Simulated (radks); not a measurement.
Ionisation of the cobalt ion Co3+, [Ar] 3d6, to [Ar] 3d5 as the strength of local exchange is varied. Method: scalar-relativistic Kohn-Sham, Slater X-alpha exchange (alpha = 2/3 is LDA exchange), no correlation, spin-unpolarised, spherical densities, finite nucleus; Fermi nuclear charge, rms radius 3.7875 fm; computed with a radial shooting solver on a logarithmic mesh with Libxc functionals.

| alpha | E(Co3+) (hartree) | exchange (hartree) | IE (eV) | -e of the level emptied (eV) | <r> of it (bohr) |
|---|---|---|---|---|---|
| 0.646 | -1384.63734 | -51.91021 | 53.284 | 43.219 (3d) | 0.9487 |
| 0.667 | -1386.32697 | -53.65969 | 53.870 | 43.755 (3d) | 0.9444 |
| 0.723 | -1390.84218 | -58.34386 | 55.454 | 45.208 (3d) | 0.9332 |
| 0.747 | -1392.78152 | -60.35977 | 56.142 | 45.841 (3d) | 0.9285 |
| 0.884 | -1403.90059 | -71.96350 | 60.169 | 49.559 (3d) | 0.9031 |
| 1.01 | -1414.19986 | -82.77967 | 64.025 | 53.141 (3d) | 0.8814 |
| x | -1399.83294 | -67.70961 | 58.679 | 48.181 (3d) | 0.9121 |

Which alpha was used in the last row?

Answer. alpha = 0.834. NIST Atomic Spectra Database: 51.3 eV (semi-empirical). The central value is not met in this range of alpha. Spin polarisation and multiplet splitting are left out, so open shells lie too high by an amount that depends on their filling.

Beside tabulated values, note that spin-unpolarised runs miss the spin-polarisation part of the exchange energy of open shells.
